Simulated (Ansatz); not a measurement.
System: C4H12GeO, charge 0, multiplicity 1. SMILES: [CH3][Ge]([CH3])([CH3])[O]C
Coordinates optimised at B3LYP-D3(BJ)/def2-TZVP (Ansatz, a first-principles code):
```xyz
18

C      2.3296     0.6372     0.5167
O      1.2343    -0.1697     0.8895
Ge    -0.3011    -0.0907    -0.0566
C     -0.9934     1.7460     0.0299
C     -1.4543    -1.3726     0.8607
C      0.0821    -0.6112    -1.9121
H      3.1507     0.4409     1.2097
H      2.0947     1.7083     0.5675
H      2.6848     0.4151    -0.4979
H     -1.1152     2.0524     1.0689
H     -1.9628     1.8055    -0.4671
H     -0.3136     2.4413    -0.4628
H     -1.0004    -2.3630     0.8381
H     -2.4320    -1.4228     0.3802
H     -1.5885    -1.0740     1.9000
H      0.7518     0.1062    -2.3866
H     -0.8427    -0.6495    -2.4897
H      0.5493    -1.5956    -1.9366
```

Computed values are from Ansatz. Valence correlation only, unless marked. Open shells are spin-unrestricted. Spin-orbit coupling is left out. The frozen core is the preceding noble-gas configuration, with the filled d and f shells of earlier blocks. No relativistic terms. CBS(X,Y): correlation extrapolated as X^-3; Hartree-Fock from the larger set.

* **atomisation energy De**: 1609.4 kcal/mol at CCSD(T)/CBS(cc-pVTZ,cc-pVQZ)
* **total energy**: -2310.1605 Eh at CCSD(T)/CBS(cc-pVTZ,cc-pVQZ)
* **dipole moment**: 1.50 D at CCSD(T)/aug-cc-pVDZ
* **T1 diagnostic**: 0.010 at CCSD/cc-pVQZ
